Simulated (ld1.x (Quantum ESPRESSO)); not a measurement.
# What one change does to a pseudopotential (Pt, TM)

ld1.x (Quantum ESPRESSO) 7.5 input, shortened:

```
&input
   title='Pt', zed=78., rel=1, dft='PZ', iswitch=3,
   config='[Xe] 4f14 5d9 6s0 6p1'
 /
 &inputp
   pseudotype=2, tm=.true., lloc=0,
   nlcc=.false.
 /
3
5P  2  1   6.00   0.00  1.65  1.65  0.0
5D  3  2   9.00   0.00  1.55  1.55  0.0
5S  1  0   2.00   0.00  1.15  1.15  0.0
 &test
   configts(1)='5s2 5p6 5d9 6s0 6p1'
 /
```

Occupied shells without a wave of their own: 6p. They enter only through the test configuration that unscreens the potential.

Change: core correction a·sin(br)/r model core inside 0.66 bohr (6p counted twice).

Cutoffs: the cutoffs (Ry, on a coarse ladder) from which the occupation-weighted sum of valence levels, in a spherical-Bessel basis at the reference potential, stays within 10 and 1 mRy of its value at 400 Ry; they do not see the model core or the augmentation charge, which bear on the density cutoff. Errors are all-electron minus pseudo energies relative to the spin-unpolarised reference configuration.

Question: How do hardness, ghosts and transferability respond?

Answer: The potential gets neither clearly harder nor softer (120 Ry and 200 Ry → 120 Ry and 200 Ry); of the 9 tests that both files solve, the error grows in 4 and shrinks in 3 by more than 15 % and 0.3 meV (median size 242.5 → 234.8 meV); neither file shows a bound ghost. In the changed file ld1.x takes every shell without a wave as core, so the model core holds the 6p electrons as well and exchange and correlation see them twice. This cancels in the reference configuration, but the file is broken for other ones, and its errors say nothing about a proper core correction. A model core, the more so a compact one, raises the density cutoff, which this test does not measure.

| quantity | base | changed |
| --- | --- | --- |
| cutoff, loose | 120 Ry | 120 Ry |
| cutoff, tight | 200 Ry | 200 Ry |
| bound ghosts | none | none |
| error for 5s2 5p6 5d9 6s1 6p0, meV [ΔE -5.19 eV] | +243 | +197 |
| error for 5s2 5p6 5d9 6s0 6p0, meV [ΔE 4.36 eV] | -81 | -235 |
| error for 5s2 5p6 5d8 6s0 6p0, meV [ΔE 24.62 eV] | -150 | -423 |
| error for 5s2 5p6 5d8 6s1 6p1, meV [ΔE 1.41 eV] | +347 | +337 |
| error for 5s2 5p6 5d8 6s2 6p0, meV [ΔE -4.25 eV] | +588 | +535 |
| error for 5s2 5p6 5d7 6s0 6p0, meV [ΔE 57.13 eV] | -227 | -626 |
| error for 5s2 5p6 5d8 6s1 6p0, meV [ΔE 6.23 eV] | +288 | +175 |
| error for 5s2 5p6 5d9 6s0 6p1 (spin-polarised), meV [ΔE -0.29 eV] | +14 | -27 |
| error for 5s2 5p6 5d9 6s1 6p0 (spin-polarised), meV [ΔE -5.56 eV] | +260 | +181 |
| s: phases at 1.80 bohr within 0.05 rad from the reference energy up to (Ry; the scan ends near 5) | -0.4 | -0.4 |
| p: phases at 1.80 bohr within 0.05 rad from the reference energy up to (Ry; the scan ends near 5) | 2.0 | 2.0 |
| d: phases at 1.80 bohr within 0.05 rad from the reference energy up to (Ry; the scan ends near 5) | to the end of the scan | to the end of the scan |

Base: The 6p level has no wave, so the channel is fitted at the deeper level alone: the likely source of the large errors.
